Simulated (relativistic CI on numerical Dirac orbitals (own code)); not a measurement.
## Sensitivity of the levels of Sb²²⁺ to α and to the nuclear radius

These numbers are calculated, not measured: Dirac-Coulomb-Breit CI, separate exchange-only KLI orbitals for each configuration, derivatives by finite differences, unscaled Slater integrals, QED left out (own radial code, finite nucleus).

Configuration list (outside the closed core [Ar] 3d10): 4s, 4p, 4d, 4f, 5s, 5p, 5d, 5f. Levels of other configurations are missing.

With x = (α/α₀)² − 1 an excitation energy changes as ω = ω₀ + qx; K = 2q/ω₀ is the relative enhancement. Terms are leading LS components, so labels can repeat. The field-shift factor is F = δν/δ⟨r²⟩ for the transition from the lowest level.

Lowest level 4s 2S_1/2.

```
     Level  ω₀ (cm⁻¹)  q (cm⁻¹)       K  F (GHz/fm²)
4p 2P°_1/2     380501     25990   0.137         -144
4p 2P°_3/2     485790    140400   0.578         -147
 4d 2D_3/2    1101988    149900   0.272         -145
 4d 2D_5/2    1122152    170200   0.303         -145
4f 2F°_5/2    1771725    165300   0.187         -142
4f 2F°_7/2    1773908    167400   0.189         -142
 5s 2S_1/2    2354414     90170  0.0766        -78.8
5p 2P°_1/2    2529896    100500  0.0795         -141
5p 2P°_3/2    2576740    151200   0.117         -143
 5d 2D_3/2    2858241    155400   0.109         -142
 5d 2D_5/2    2867607    164800   0.115         -142
5f 2F°_5/2    3150346    163200   0.104         -141
5f 2F°_7/2    3151896    164700   0.105         -141
```

At this charge energies of transitions that change n are usually good to better than 1 %, and those within a shell (Δn = 0) to a few per cent.
